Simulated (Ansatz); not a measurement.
Start from `BC(C)=S` and change one atom or group to get `CBC(C)=S`.

Ansatz, PBE0-D4/def2-TZVP geometries, multiplicity 1. Each molecule was computed in one conformer, which needn't be the lowest. `BC(C)=S` holds a close contact that its SMILES doesn't draw: S···B 2.13 Å. `CBC(C)=S` holds a close contact that its SMILES doesn't draw: S···B 2.24 Å.

```json
{"property": "size of the dipole moment (ωB97M-V/def2-TZVPP) / D", "`BC(C)=S`": "2.66"}
{"property": "LUMO energy (ωB97M-V/def2-TZVPP) / eV", "`BC(C)=S`": "-0.26"}
{"property": "LUMO energy (PBE/def2-TZVPP) / eV", "`BC(C)=S`": "-3.35"}
{"property": "HOMO energy (B3LYP/def2-TZVPP) / eV", "`BC(C)=S`": "-7.24"}
{"property": "size of the dipole moment (PBE/def2-TZVPP) / D", "`BC(C)=S`": "2.66"}
{"property": "HOMO energy (PBE0/def2-TZVPP) / eV", "`BC(C)=S`": "-7.47"}
```

Question: Give the same properties after the change, and the shifts. (An estimate is asked.)

Answer: Computed: 
```tsv
property	`CBC(C)=S`	shift
size of the dipole moment (ωB97M-V/def2-TZVPP) / D	2.26	-0.40
LUMO energy (ωB97M-V/def2-TZVPP) / eV	-0.09	0.17
LUMO energy (PBE/def2-TZVPP) / eV	-3.16	0.19
HOMO energy (B3LYP/def2-TZVPP) / eV	-6.77	0.47
size of the dipole moment (PBE/def2-TZVPP) / D	2.21	-0.45
HOMO energy (PBE0/def2-TZVPP) / eV	-6.99	0.48
```

With PBE0 the HOMO rises by 0.48 eV and the LUMO rises by 0.19 eV, so the gap narrows by about 0.29 eV. PBE moves the HOMO by 0.48 eV and ωB97M-V by 0.49 eV. Dipoles are sizes alone; their direction can turn.

B3LYP here is the variant with VWN-RPA as its local correlation; programs differ in this.
